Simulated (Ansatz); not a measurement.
Consider the formal exchange of groups at the Si–F bond: `O[Si](O)(F)Cl` + `[SiH3]Cl` → `O[Si](O)(Cl)[SiH2]Cl` + H–F.

Program: Ansatz. Geometries: PBE0-D4/def2-TZVP. ΔE: electronic, gas phase. CCSD(T)/CBS adds triple-zeta CCSD(T) − MP2 to the extrapolated MP2 energy (def2 sets, frozen cores). This one scheme is used for every species. DFT in def2-TZVPP. Each species was taken in one conformer, which may not be the lowest.

Problem. Is it downhill or uphill in electronic energy at CCSD(T)/CBS, and by how much? (Estimate.)

Solution. Computed: Uphill: ΔE = +156.4 kJ/mol.

Problem. What do these levels give: PBE-D4, PBE0-D4, ωB97M-V, r2SCAN, PBE0, HF/def2-TZVPP, MP2/def2-TZVPP, CCSD(T)/def2-TZVPP, HF/def2-QZVPP, SCS-MP2/def2-QZVPP, HF/CBS(def2), CCSD/CBS(def2)? (Estimate.)

Solution. Ansatz gave: PBE-D4 131.5, PBE0-D4 141.0, ωB97M-V 163.9, r2SCAN 162.0, PBE0 149.1, HF/def2-TZVPP 195.0, MP2/def2-TZVPP 162.4, CCSD(T)/def2-TZVPP 160.9, HF/def2-QZVPP 197.7, SCS-MP2/def2-QZVPP 167.3, HF/CBS(def2) 198.0, CCSD/CBS(def2) 161.9 kJ/mol.

Largest T1 diagnostic among the species: 0.011.

In def2-TZVPP, CCSD(T) changes the Hartree–Fock value by −34.1 kJ/mol (the triples alone add −5.5 kJ/mol) and MP2 by −32.7 kJ/mol. The D4 term adds −13.8 kJ/mol with B3LYP and −8.1 kJ/mol with PBE0; it sums over pairs of atoms, weighted by their polarisabilities, and B3LYP, whose exchange is more repulsive, gets the larger term. From PBE to PBE0 (25 % exact exchange), in def2-TZVPP and without D4, ΔE moves by +9.0 kJ/mol.

B3LYP here is the variant with VWN-RPA as its local correlation; programs differ in this.
